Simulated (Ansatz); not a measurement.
A series at Ge: from germanium tetrachloride, ligands are replaced one by one, each step taking up H–F and setting free HCl; n counts the steps. Ansatz, PBE0-D4/def2-TZVP geometries.

| n | molecule | HOMO energy, ωB97M-V/def2-TZVPP (eV) |
| --- | --- | --- |
| 0 | `[Cl][Ge]([Cl])([Cl])[Cl]` | -11.92 |
| 1 | `[F][Ge]([Cl])([Cl])[Cl]` | -12.08 |
| 2 | `[F][Ge]([F])([Cl])[Cl]` | ? |
| 3 | `[F][Ge]([F])([F])[Cl]` | -12.97 |
| 4 | `[F][Ge]([F])([F])[F]` | -15.22 |

**Question.** By hand: fit a straight line y = ȳ + b (n − n̄) to the 4 given rows and predict n = 2.

**Answer.** n̄ = 2.000, ȳ = -13.047; Σ(n − n̄)(y − ȳ) = -7.490, Σ(n − n̄)² = 10.000, so b = -0.749 eV a step. Prediction: -13.047 + (-0.749) × (0.000) = -13.05 eV.

**Question.** By hand: compare with the computed value, -12.41 eV, and give the steps along the whole series.

**Answer.** The line misses by 0.64 eV (computed minus predicted). Steps: -0.16, -0.33, -0.56, -2.25 eV.

One step carries most of the change, so a line is a poor guide. The highest orbital can change its character along such a series. The miss is 19.4 % of the series' range.
